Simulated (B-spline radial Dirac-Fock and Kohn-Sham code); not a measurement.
# Neutral sulfur: differential elastic cross section for positrons at 350 eV

The computed values come from a B-spline atomic structure program: relativistic (Dirac) partial waves in the static field of the Dirac-Fock atom, without polarisation or absorption potentials.

| θ (°) | dσ/dΩ (Å²/sr) |
| --- | --- |
| 0 | 11.7 |
| 0.5 | 11.7 |
| 1 | 11.6 |
| 2 | 11.3 |
| 4 | 10.3 |
| 8 | 7.11 |
| 12 | 4.17 |
| 16 | 2.25 |
| 24 | 0.702 |
| 32 | 0.297 |
| 45 | 0.110 |
| 60 | 0.0463 |
| 75 | 0.0240 |
| 90 | 0.0145 |
| 105 | 0.00993 |
| 120 | 0.00744 |
| 135 | 0.00603 |
| 150 | 0.00521 |
| 165 | 0.00479 |
| 180 | 0.00466 |

The total elastic cross section is 2.25 Å², the first transport cross section 0.259 Å² and the second, weighted with (3/2) sin²θ, 0.518 Å². The mean deflection is ⟨1 − cos θ⟩ = 0.115, and 2.3 % of the collisions scatter beyond 90°.
